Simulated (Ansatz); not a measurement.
`OC[O][SnH3]` + `C=N` → `C=[N][SnH3]` + `OCO`  (ligand exchange at the Sn–O bond)

Gas-phase electronic energies from Ansatz, PBE0-D4/def2-TZVP geometries. CCSD(T)/CBS adds triple-zeta CCSD(T) − MP2 to the extrapolated MP2 energy (def2 sets, frozen cores). This one scheme is used for every species. DFT in def2-TZVPP. B3LYP here is the variant with VWN-RPA as its local correlation; programs differ in this. Elements past krypton have def2 core potentials. For Sn outer-core shells are correlated without core-valence functions, which leaves a few kJ/mol of doubt a bond. One conformer a species, not always the lowest.

`OC[O][SnH3]`:

```xyz
10

O    -1.263   -1.943    0.721
C    -0.901   -0.624    0.476
O     0.288   -0.589   -0.251
Sn    1.084    1.140   -0.768
H    -0.520   -2.369    1.159
H    -1.739   -0.191   -0.086
H    -0.784   -0.068    1.424
H     1.402    2.003    0.671
H     2.488    0.684   -1.603
H    -0.056    1.956   -1.742
```

`C=N`:

Z-matrix (Å, degrees):
```
C
N 1 1.261
H 1 1.096 2 124.9
H 1 1.092 2 118.8 3 -180.0
H 2 1.021 1 111.0 3 -0.0
```

`C=[N][SnH3]`:

```xyz
8

C     1.522    0.370   -0.432
N     0.911   -0.264    0.466
Sn   -1.143   -0.341    0.418
H     2.620    0.415   -0.412
H     1.054    0.910   -1.273
H    -1.579   -1.983    0.308
H    -1.682    0.548   -0.947
H    -1.703    0.345    1.873
```

`OCO`:

Z-matrix (Å, degrees):
```
C
O 1 1.397
O 1 1.396 2 112.9
H 1 1.095 2 105.2 3 -122.5
H 1 1.095 2 112.0 3 118.6
H 2 0.962 1 107.9 3 -61.7
H 3 0.962 1 107.9 2 -61.7
```

| level | ΔE (kcal/mol) | difference from CCSD(T)/CBS |
| --- | --- | --- |
| r2SCAN-D4 | 3.8 | -0.3 |
| PBE0-D4 | 2.9 | -1.2 |
| B3LYP-D4 | 3.7 | -0.4 |
| ωB97X-V | 4.1 | 0.0 |
| PBE | 2.8 | -1.3 |
| B3LYP | 3.7 | -0.4 |
| CCSD(T)/def2-TZVPP | 3.5 | -0.6 |
| HF/def2-QZVPP | 5.0 | 0.9 |
| MP2/def2-QZVPP | 3.3 | -0.8 |
| SCS-MP2/def2-QZVPP | 4.0 | -0.1 |
| CCSD(T)/CBS | 4.1 | 0 |

Largest T1 diagnostic among the species: 0.014.

In def2-TZVPP, CCSD(T) changes the Hartree–Fock value by −1.2 kcal/mol (the triples alone add −0.2 kcal/mol) and MP2 by −1.8 kcal/mol.
